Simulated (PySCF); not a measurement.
C4H8OSi, SMILES C=C/C=C/[SiH2]O.

Geometry: ωB97X-D3(BJ)/def2-SVP. The structure was generated by enumeration; whether it is a known compound was not checked. One conformer was computed; it need not be the lowest.

Level of theory: SMD-M06-2X/def2-SVP run with PySCF.

Solvation free energies are E(SMD) − E(gas) at the gas-phase geometry, for 1 M in both phases. In vacuum the dipole moment is 1.77 D.

Estimate the solvation free energies in water, dichloromethane, dimethylsulfoxide. (Estimate from the structure and the level; the computed values follow.)


| solvent | ΔG(solv) (kcal/mol) | its non-electrostatic (CDS) part | dipole (D) |
|---|---|---|---|
| water | -2.8 | 4.8 | 2.31 |
| dichloromethane | -5.6 | -1.0 | 2.12 |
| dimethylsulfoxide | -3.5 | 1.1 | 2.15 |
